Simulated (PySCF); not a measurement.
Numbering as in the mapped SMILES `[CH3:1][C:2](=[O:3])[O:4][SiH2:5][n:6]1[cH:7][cH:8][cH:9][cH:10]1` (H(Xn): hydrogen on atom n).

One computed conformer, fast rotation and ring inversion assumed for equivalent nuclei, in vacuum, relativity neglected. GIAO PBE0/pcSseg-1 shieldings; GFN2-xTB structure; PySCF 2.14.0 with density-fitted response routines.

Chemical shifts δ = σref − σ; TMS for ¹³C (σref 186.93) and ¹H (σref 31.72) and ²⁹Si (σref 349.16); ¹⁷O (σref 336.08) vs H2O; ¹⁵N (σref 267.73) vs NH3, all at this level.

```csv
atoms,nucleus,count,Hirshfeld charge,δ (ppm)
H(Si5),¹H,2,-0.07,5.68
C1,¹³C,1,-0.12,?
H(C8)/H(C9),¹H,2,0.05,6.66
C8/C9,¹³C,2,-0.09,118.0
Si5,²⁹Si,1,0.46,?
C7/C10,¹³C,2,-0.04,124.2
C2,¹³C,1,0.23,?
H(C7)/H(C10),¹H,2,0.05,6.81
N6,¹⁵N,1,-0.11,167.7
O4,¹⁷O,1,-0.18,?
H(C1),¹H,3,0.06,2.31
O3,¹⁷O,1,-0.25,472.4
```

**Question.** Complete the table.

**Answer.** 
- C2: 177.1 ppm, carbonyl carbon
- C1: 24.0 ppm, methyl carbon α to a carbonyl; the adjacent C=O deshields it moderately
- O4: 198.2 ppm, oxygen bonded to C, Si
- Si5: -30.3 ppm, silicon bonded to N, O, 2 H

Shifts are as computed. Against solution values, carbons near 30 ppm lie about +3 ppm off and those near 130 ppm about +5 ppm. Of 1211 compounds with measured shifts, 218 miss one by over three times the rms of a fit or turn the order of signals round; such compounds aren't used in these exercises. Unscaled 17O shifts of doubly bonded oxygen tend to come out too high, by tens of ppm or more. Experimental scales use liquid or dissolved standards, which lie at an offset from isolated NH3 (liquid NH3: subtract about 20 ppm) and H2O (liquid H2O: subtract about 36 ppm). Unscaled 15N shifts of sp2 nitrogen come out 20 to 40 ppm too high even then.
